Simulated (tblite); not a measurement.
A geometry optimisation, step by step.

Compound: C5H12As2.
SMILES with atom numbers: `[CH3:1]/[CH:2]=[CH:3]/[C@H:4]([AsH2:5])[CH2:6][AsH2:7]` (hydrogens: H8, H9, H10 on C1; H11 on C2; H12 on C3; H13 on C4; H14, H15 on As5; H16, H17 on C6; H18, H19 on As7)

Computed with GFN2-xTB (tblite), gas phase: L-BFGS steps from a force-field or distance-geometry start until the largest atomic force falls under 0.01 eV/Å. 10 of its 70 geometries are shown.

Step 0: E = -583.0847 eV, largest atomic force 4.143 eV/Å
```
atom  x, y, z in Å  |  force x, y, z in eV/Å
C1     -3.142   -0.543    0.199    0.117  -0.661   0.172
C2     -1.743   -0.269    0.647    0.140   0.087  -0.452
C3     -0.750   -0.035   -0.212   -0.776   0.096   1.591
C4      0.602    0.225    0.372   -1.009  -0.533  -1.224
As5     1.105    2.075    0.081    2.252   1.687   0.831
C6      1.504   -0.773   -0.321   -0.412   0.018   0.586
As7     3.370   -0.691    0.245    2.519  -1.859  -2.713
H8     -3.395   -1.554    0.618   -0.314   0.979  -0.408
H9     -3.198   -0.581   -0.913   -0.067   0.076   0.885
H10    -3.785    0.255    0.598   -0.103  -0.567  -0.201
H11    -1.522   -0.283    1.733   -0.374  -0.025  -0.768
H12    -0.928   -0.017   -1.290    0.319   0.044   0.418
H13     0.648    0.021    1.462   -0.277   0.321  -0.391
H14     0.966    2.510   -1.423   -0.988  -0.472   0.603
H15     0.065    2.947    0.901   -0.178  -0.728  -1.005
H16     1.116   -1.782   -0.045    0.420   0.285  -0.149
H17     1.391   -0.713   -1.432    0.523   0.158   0.693
H18     3.692   -1.502    1.530   -0.842   1.184   0.464
H19     3.993    0.719    0.272   -0.951  -0.089   1.067
```

Step 8: E = -585.1494 eV, largest atomic force 0.270 eV/Å
```
atom  x, y, z in Å  |  force x, y, z in eV/Å
C1     -3.152   -0.563    0.212    0.050   0.152  -0.040
C2     -1.751   -0.260    0.647    0.024   0.034  -0.098
C3     -0.732    0.033   -0.156   -0.210  -0.126   0.075
C4      0.662    0.265    0.340   -0.058   0.094   0.210
As5     1.326    2.173    0.154   -0.029  -0.173   0.002
C6      1.589   -0.771   -0.303    0.026   0.061  -0.075
As7     3.569   -0.867    0.005   -0.172  -0.062  -0.198
H8     -3.490   -1.523    0.604    0.121   0.016  -0.005
H9     -3.223   -0.580   -0.873   -0.017  -0.011  -0.019
H10    -3.844    0.195    0.592    0.114  -0.036  -0.025
H11    -1.595   -0.287    1.719    0.009   0.026   0.043
H12    -0.892    0.009   -1.231    0.132   0.148   0.073
H13     0.617    0.108    1.427    0.260   0.007   0.047
H14     0.810    2.421   -1.233   -0.060  -0.110  -0.088
H15     0.069    2.801    0.693   -0.044  -0.109   0.010
H16     1.201   -1.764   -0.046    0.052  -0.111  -0.010
H17     1.482   -0.686   -1.391    0.043   0.032  -0.100
H18     3.545   -1.245    1.452   -0.168   0.007   0.185
H19     3.800    0.552    0.410   -0.071   0.161   0.015
```

Step 15: E = -585.2316 eV, largest atomic force 0.282 eV/Å
```
atom  x, y, z in Å  |  force x, y, z in eV/Å
C1     -3.146   -0.543    0.193    0.242   0.111   0.094
C2     -1.752   -0.243    0.661    0.190   0.078  -0.113
C3     -0.706    0.043   -0.106   -0.108   0.008   0.096
C4      0.697    0.245    0.380   -0.017  -0.071   0.008
As5     1.314    2.138    0.129    0.014   0.040  -0.035
C6      1.583   -0.777   -0.337    0.133   0.019  -0.007
As7     3.539   -0.859    0.011   -0.015   0.035   0.143
H8     -3.435   -1.518    0.598   -0.103   0.166  -0.110
H9     -3.220   -0.569   -0.898    0.053   0.048   0.261
H10    -3.829    0.217    0.589    0.042  -0.218  -0.126
H11    -1.612   -0.278    1.739   -0.045  -0.057  -0.077
H12    -0.817    0.100   -1.189   -0.039  -0.041   0.139
H13     0.754    0.090    1.471   -0.073  -0.097  -0.122
H14     0.756    2.312   -1.256   -0.035  -0.079  -0.043
H15     0.040    2.707    0.681   -0.055   0.012   0.023
H16     1.227   -1.790   -0.096   -0.096   0.022  -0.115
H17     1.474   -0.651   -1.422   -0.045  -0.008   0.030
H18     3.402   -1.196    1.475   -0.032   0.024  -0.004
H19     3.721    0.584    0.399   -0.011   0.008  -0.040
```

Step 23: E = -585.2735 eV, largest atomic force 0.245 eV/Å
```
atom  x, y, z in Å  |  force x, y, z in eV/Å
C1     -3.101   -0.512    0.202   -0.023   0.026   0.036
C2     -1.718   -0.228    0.702   -0.053  -0.065  -0.102
C3     -0.679    0.048   -0.075   -0.224  -0.039   0.090
C4      0.727    0.227    0.387   -0.128  -0.098  -0.002
As5     1.291    2.126    0.105    0.025   0.059  -0.025
C6      1.592   -0.777   -0.370    0.081  -0.035  -0.018
As7     3.523   -0.859    0.056    0.037   0.019   0.138
H8     -3.433   -1.484    0.571    0.055  -0.033  -0.050
H9     -3.141   -0.519   -0.888    0.033   0.042   0.125
H10    -3.822    0.217    0.578    0.110   0.063  -0.038
H11    -1.597   -0.306    1.779    0.044   0.015  -0.099
H12    -0.816    0.122   -1.153   -0.023  -0.033   0.099
H13     0.785    0.024    1.467    0.046   0.051  -0.051
H14     0.702    2.204   -1.282   -0.002   0.003   0.036
H15     0.007    2.665    0.670   -0.018   0.013  -0.025
H16     1.202   -1.787   -0.182   -0.018  -0.049  -0.018
H17     1.489   -0.617   -1.451    0.044   0.089  -0.007
H18     3.306   -1.141    1.527   -0.002   0.055  -0.066
H19     3.674    0.609    0.380    0.015  -0.082  -0.025
```

Step 31: E = -585.2940 eV, largest atomic force 0.111 eV/Å
```
atom  x, y, z in Å  |  force x, y, z in eV/Å
C1     -3.091   -0.497    0.218   -0.001   0.035  -0.043
C2     -1.711   -0.251    0.732   -0.023  -0.031  -0.025
C3     -0.684    0.023   -0.058   -0.091  -0.023   0.038
C4      0.726    0.204    0.380   -0.046  -0.044   0.021
As5     1.267    2.108    0.089    0.046   0.090  -0.026
C6      1.602   -0.781   -0.389    0.065   0.015  -0.035
As7     3.516   -0.879    0.105    0.015   0.007   0.075
H8     -3.441   -1.480    0.537   -0.038   0.093   0.038
H9     -3.093   -0.466   -0.868   -0.050  -0.007  -0.035
H10    -3.789    0.259    0.582    0.013  -0.082   0.073
H11    -1.573   -0.332    1.803   -0.007  -0.025   0.007
H12    -0.855    0.104   -1.128    0.074  -0.028   0.015
H13     0.810    0.008    1.457   -0.013  -0.005   0.020
H14     0.668    2.160   -1.290    0.006   0.027  -0.028
H15    -0.019    2.658    0.644   -0.004  -0.032  -0.001
H16     1.197   -1.796   -0.266    0.008   0.031  -0.020
H17     1.546   -0.555   -1.461    0.020   0.002  -0.050
H18     3.246   -1.076    1.575   -0.010   0.008   0.005
H19     3.670    0.599    0.361    0.036  -0.031  -0.029
```

Step 38: E = -585.3090 eV, largest atomic force 0.099 eV/Å
```
atom  x, y, z in Å  |  force x, y, z in eV/Å
C1     -3.103   -0.483    0.226   -0.012  -0.007   0.035
C2     -1.715   -0.288    0.740    0.040   0.028  -0.008
C3     -0.684   -0.015   -0.044   -0.007   0.021  -0.053
C4      0.729    0.190    0.374   -0.004  -0.085  -0.026
As5     1.251    2.105    0.067    0.041   0.016   0.035
C6      1.629   -0.769   -0.409    0.007   0.002   0.003
As7     3.519   -0.910    0.169   -0.031   0.012  -0.014
H8     -3.492   -1.453    0.530    0.006  -0.051   0.018
H9     -3.121   -0.423   -0.860   -0.034   0.018   0.022
H10    -3.767    0.276    0.636   -0.032   0.040  -0.005
H11    -1.583   -0.375    1.811   -0.005  -0.019   0.028
H12    -0.854    0.061   -1.113    0.020   0.005  -0.097
H13     0.826    0.006    1.453    0.019  -0.024  -0.010
H14     0.656    2.170   -1.313   -0.009  -0.034  -0.021
H15    -0.039    2.641    0.619   -0.023  -0.002   0.018
H16     1.215   -1.788   -0.356   -0.015   0.050   0.022
H17     1.621   -0.495   -1.473    0.022   0.003   0.025
H18     3.189   -1.014    1.634   -0.015   0.024   0.011
H19     3.713    0.575    0.331    0.032   0.003   0.015
```

Step 46: E = -585.3153 eV, largest atomic force 0.079 eV/Å
```
atom  x, y, z in Å  |  force x, y, z in eV/Å
C1     -3.113   -0.473    0.243   -0.016  -0.011  -0.005
C2     -1.713   -0.293    0.729    0.029   0.013  -0.030
C3     -0.686   -0.029   -0.066    0.033   0.035   0.011
C4      0.726    0.180    0.362    0.022  -0.073  -0.019
As5     1.243    2.100    0.070    0.028  -0.020   0.034
C6      1.642   -0.763   -0.419    0.008  -0.001  -0.004
As7     3.518   -0.919    0.204   -0.034  -0.003  -0.015
H8     -3.501   -1.445    0.545   -0.001  -0.047   0.019
H9     -3.161   -0.399   -0.840    0.006  -0.003  -0.030
H10    -3.768    0.286    0.669    0.001   0.035   0.043
H11    -1.571   -0.394    1.799    0.022   0.032  -0.028
H12    -0.847    0.047   -1.138   -0.023   0.012   0.027
H13     0.830   -0.019    1.438   -0.059   0.010  -0.004
H14     0.655    2.148   -1.314   -0.009   0.005  -0.024
H15    -0.053    2.626    0.616   -0.025   0.006   0.007
H16     1.216   -1.777   -0.388    0.043   0.021  -0.024
H17     1.669   -0.467   -1.476   -0.013  -0.027   0.004
H18     3.152   -0.964    1.661   -0.006   0.002   0.041
H19     3.753    0.563    0.329   -0.007   0.012  -0.007
```

Step 54: E = -585.3193 eV, largest atomic force 0.034 eV/Å
```
atom  x, y, z in Å  |  force x, y, z in eV/Å
C1     -3.120   -0.469    0.256   -0.001   0.002  -0.004
C2     -1.710   -0.289    0.710    0.016  -0.004   0.001
C3     -0.688   -0.029   -0.093    0.013  -0.005   0.003
C4      0.721    0.167    0.349    0.001  -0.016  -0.023
As5     1.239    2.090    0.083    0.007  -0.006   0.006
C6      1.654   -0.763   -0.426   -0.015  -0.003   0.013
As7     3.516   -0.923    0.233   -0.004  -0.008  -0.009
H8     -3.497   -1.444    0.563    0.000  -0.006   0.013
H9     -3.196   -0.390   -0.826    0.010   0.005  -0.020
H10    -3.759    0.289    0.706   -0.022   0.005   0.015
H11    -1.547   -0.384    1.777    0.001   0.005   0.006
H12    -0.853    0.052   -1.163    0.002   0.000   0.008
H13     0.797   -0.039    1.426    0.008  -0.006  -0.032
H14     0.664    2.141   -1.308    0.010   0.025  -0.005
H15    -0.066    2.614    0.617    0.000  -0.011   0.000
H16     1.238   -1.781   -0.415   -0.010  -0.013   0.012
H17     1.693   -0.463   -1.481    0.014   0.010   0.012
H18     3.129   -0.928    1.688   -0.009   0.007   0.006
H19     3.773    0.558    0.326   -0.021   0.021  -0.003
```

Step 61: E = -585.3204 eV, largest atomic force 0.032 eV/Å
```
atom  x, y, z in Å  |  force x, y, z in eV/Å
C1     -3.120   -0.465    0.261   -0.001  -0.004   0.001
C2     -1.707   -0.288    0.707    0.013   0.009   0.001
C3     -0.689   -0.034   -0.101    0.016   0.002   0.001
C4      0.721    0.159    0.339   -0.004   0.004   0.004
As5     1.240    2.084    0.087   -0.005   0.005   0.004
C6      1.658   -0.770   -0.430   -0.025   0.014   0.004
As7     3.513   -0.922    0.247    0.020  -0.010   0.001
H8     -3.494   -1.442    0.569   -0.001  -0.017  -0.003
H9     -3.201   -0.382   -0.820   -0.009   0.003  -0.011
H10    -3.759    0.288    0.721   -0.010   0.017   0.002
H11    -1.540   -0.379    1.774    0.005  -0.005   0.001
H12    -0.855    0.052   -1.171   -0.011  -0.016   0.000
H13     0.794   -0.051    1.415    0.011   0.002   0.009
H14     0.674    2.154   -1.308    0.013   0.003   0.004
H15    -0.070    2.600    0.617    0.005  -0.003   0.004
H16     1.242   -1.788   -0.425   -0.002   0.004  -0.011
H17     1.710   -0.460   -1.481    0.000  -0.027  -0.018
H18     3.114   -0.910    1.700   -0.005   0.009   0.001
H19     3.761    0.562    0.320   -0.009   0.011   0.004
```

Step 69: E = -585.3209 eV, largest atomic force 0.009 eV/Å
```
atom  x, y, z in Å  |  force x, y, z in eV/Å
C1     -3.120   -0.465    0.262    0.001  -0.003  -0.001
C2     -1.706   -0.285    0.706    0.000   0.003  -0.003
C3     -0.689   -0.033   -0.103    0.002  -0.003  -0.002
C4      0.722    0.159    0.336    0.000  -0.001   0.002
As5     1.243    2.084    0.094   -0.001  -0.001   0.002
C6      1.657   -0.773   -0.432   -0.004   0.000  -0.001
As7     3.512   -0.918    0.248    0.004   0.003  -0.002
H8     -3.489   -1.444    0.569   -0.006  -0.001   0.001
H9     -3.206   -0.382   -0.819    0.008   0.004  -0.001
H10    -3.761    0.287    0.722    0.004  -0.002   0.005
H11    -1.536   -0.376    1.772   -0.005   0.002  -0.004
H12    -0.857    0.047   -1.173   -0.002  -0.003  -0.002
H13     0.795   -0.051    1.411    0.002  -0.003   0.004
H14     0.686    2.164   -1.304    0.003   0.000   0.000
H15    -0.069    2.595    0.621    0.001   0.003   0.000
H16     1.240   -1.791   -0.422    0.000  -0.002   0.006
H17     1.710   -0.473   -1.486   -0.004   0.003  -0.002
H18     3.111   -0.905    1.700   -0.006   0.003  -0.001
H19     3.749    0.569    0.321    0.002  -0.001  -0.001
```

**Question.** Summarise the path.

**Answer.** The energy falls by 215.77 kJ/mol from step 0 to step 69; nine tenths of that is first reached at step 7. It falls at every step. The largest force goes from 4.143 to 0.009 eV/Å. Among the bonds As5–H15 changes most, from 1.586 to 1.504 Å; the atoms move by 0.315 Å rms after alignment.

**Question.** Follow the three bonds and two angles with the largest change from start to end.

**Answer.** 
| step | E above end (kJ/mol) | largest force (eV/Å) | As5–H15 (Å) | C4–As5 (Å) | As5–H14 (Å) | H18–As7–H19 (°) | C6–As7–H19 (°) |
| --- | --- | --- | --- | --- | --- | --- | --- |
| 0 | 215.77 | 4.143 | 1.586 | 1.940 | 1.571 | 112.3 | 115.4 |
| 3 | 65.96 | 2.032 | 1.553 | 2.082 | 1.574 | 97.5 | 103.0 |
| 6 | 21.99 | 0.637 | 1.509 | 2.021 | 1.510 | 89.9 | 98.7 |
| 9 | 15.22 | 0.270 | 1.506 | 2.026 | 1.502 | 88.6 | 98.7 |
| 12 | 12.43 | 0.323 | 1.503 | 1.999 | 1.504 | 87.6 | 98.5 |
| 15 | 8.62 | 0.282 | 1.500 | 2.007 | 1.504 | 88.6 | 97.2 |
| 18 | 6.66 | 0.129 | 1.504 | 2.018 | 1.506 | 89.7 | 96.5 |
| 21 | 5.60 | 0.197 | 1.504 | 1.999 | 1.507 | 89.5 | 96.3 |
| 24 | 4.07 | 0.172 | 1.504 | 2.007 | 1.508 | 89.2 | 95.7 |
| 27 | 3.35 | 0.115 | 1.504 | 2.009 | 1.504 | 89.2 | 95.4 |
| 30 | 2.80 | 0.108 | 1.504 | 1.999 | 1.503 | 88.9 | 95.3 |
| 33 | 2.12 | 0.138 | 1.507 | 2.012 | 1.508 | 89.0 | 95.3 |
| 36 | 1.45 | 0.106 | 1.504 | 2.016 | 1.506 | 89.4 | 95.0 |
| 39 | 1.04 | 0.094 | 1.502 | 2.007 | 1.506 | 89.5 | 94.9 |
| 42 | 0.83 | 0.062 | 1.504 | 2.013 | 1.510 | 89.5 | 95.2 |
| 45 | 0.63 | 0.064 | 1.502 | 2.011 | 1.506 | 89.3 | 95.4 |
| 48 | 0.40 | 0.054 | 1.503 | 2.007 | 1.505 | 89.0 | 95.7 |
| 51 | 0.26 | 0.055 | 1.506 | 2.010 | 1.508 | 89.2 | 95.9 |
| 54 | 0.15 | 0.034 | 1.504 | 2.009 | 1.506 | 89.3 | 95.8 |
| 57 | 0.11 | 0.040 | 1.503 | 2.009 | 1.506 | 89.3 | 95.6 |
| 60 | 0.06 | 0.034 | 1.504 | 2.009 | 1.507 | 89.4 | 95.5 |
| 63 | 0.02 | 0.018 | 1.503 | 2.009 | 1.507 | 89.3 | 95.3 |
| 66 | 0.01 | 0.016 | 1.503 | 2.010 | 1.507 | 89.3 | 95.2 |
| 69 | 0.00 | 0.009 | 1.504 | 2.009 | 1.507 | 89.3 | 95.3 |

What follows is the cost of the whole relaxation. On an Arm Neoverse N1 with one thread, shared host with 64 logical CPUs at a one-minute load of 60, this took 0.94 s wall.
